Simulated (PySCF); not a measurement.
A TDDFT job was run through a driver script with this input:

```
{"job": {"kind": "uv", "xc": "CAM-B3LYP", "basis": "def2-SVPD", "nstates": 8, "ntriplets": 3}, "charge": 0, "multiplicity": 1}
O     -2.577551    -0.252422     0.941124
C     -2.001938     0.551279     0.295872
F     -2.585760     1.747841     0.022330
C     -0.665420     0.469557    -0.318294
C     -0.242863    -0.860784    -0.898688
C      0.356216    -0.401410     0.383916
C      1.783322     0.073618     0.412015
F      2.151170     0.669478    -0.730769
F      2.001045     0.958340     1.395521
F      2.638561    -0.938904     0.611885
H     -0.327076     1.376590    -0.802115
H      0.364265    -0.838038    -1.790961
H     -0.952549    -1.672382    -0.850968
H      0.057902    -0.883235     1.306966
```

Method: PySCF 2.14.0, density-fitted response routines, TDDFT CAM-B3LYP/def2-SVPD, vertical, gas phase, core orbitals frozen in the response. Job line and output are in the format of a driver script around the code.

Q: What does the script print for it?

A: 
```
coarse grid: 13344 points
cycle   1  E = -666.4628492289  dE =  2.082e+00  |g| = 1.255e+00  |ddm| = 5.470e+00
cycle   2  E = -666.1654988307  dE =  2.974e-01  |g| = 1.871e+00  |ddm| = 3.179e+00
cycle   3  E = -666.7544747510  dE = -5.890e-01  |g| = 2.134e-01  |ddm| = 1.915e+00
cycle   4  E = -666.7616332225  dE = -7.158e-03  |g| = 8.591e-02  |ddm| = 2.617e-01
cycle   5  E = -666.7628438579  dE = -1.211e-03  |g| = 1.712e-02  |ddm| = 7.872e-02
cycle   6  E = -666.7628976647  dE = -5.381e-05  |g| = 4.947e-03  |ddm| = 2.594e-02
cycle   7  E = -666.7629032651  dE = -5.600e-06  |g| = 1.772e-03  |ddm| = 1.030e-02
final grid: 135152 points
cycle   8  E = -666.8656221956  dE = -4.244e-05  |g| = 6.285e-03  |ddm| = 1.085e-01
cycle   9  E = -666.8656181524  dE =  4.043e-06  |g| = 8.215e-03  |ddm| = 1.659e-02
cycle  10  E = -666.8656297062  dE = -1.155e-05  |g| = 5.152e-04  |ddm| = 7.730e-03
cycle  11  E = -666.8656297421  dE = -3.591e-08  |g| = 3.519e-04  |ddm| = 1.019e-03
cycle  12  E = -666.8656297640  dE = -2.183e-08  |g| = 1.030e-04  |ddm| = 5.111e-04
cycle  13  E = -666.8656297660  dE = -2.036e-09  |g| = 2.131e-05  |ddm| = 1.307e-04
cycle  14  E = -666.8656297661  dE = -1.160e-10  |g| = 6.131e-06  |ddm| = 4.941e-05
converged SCF energy = -666.8656297661

Static polarisability (au): isotropic 61.911, principal 55.818 58.967 70.949

Singlet excitations
state   eV       nm        f      main configurations
  1   6.0998    203.3   0.00034   H->L 0.94
  2   8.0335    154.3   0.25163   H-1->L 0.86, H-2->L 0.09
  3   8.1378    152.4   0.04798   H-2->L 0.83, H-1->L 0.08
  4   8.9836    138.0   0.02054   H->L+1 0.50, H->L+2 0.14, H-3->L 0.10
  5   9.1174    136.0   0.00563   H-5->L 0.74
  6   9.4366    131.4   0.08555   H-3->L 0.60, H->L+1 0.19, H-4->L 0.08
  7   9.5053    130.4   0.01028   H-1->L+1 0.72, H-1->L+2 0.15
  8   9.6399    128.6   0.00538   H-1->L+2 0.69, H-1->L+1 0.14

Triplet excitations (Tamm-Dancoff, eV): 5.5724 6.2868 7.5294
```

One conformer (not necessarily the lowest) at the GFN2-xTB geometry, without solvent, vibrations or thermal averaging.

The SCF starts on a coarse grid; the energy jumps when the final grid takes over, and dE counts afresh there. H and L stand for HOMO and LUMO.

The values belong to the conformer `[O:1]=[C:2]([F:3])[C@@H:4]1[CH2:5][C@H:6]1[C:7]([F:8])([F:9])[F:10]`: O1–C2–C4–C5 37°, C5–C6–C7–F8 32°.
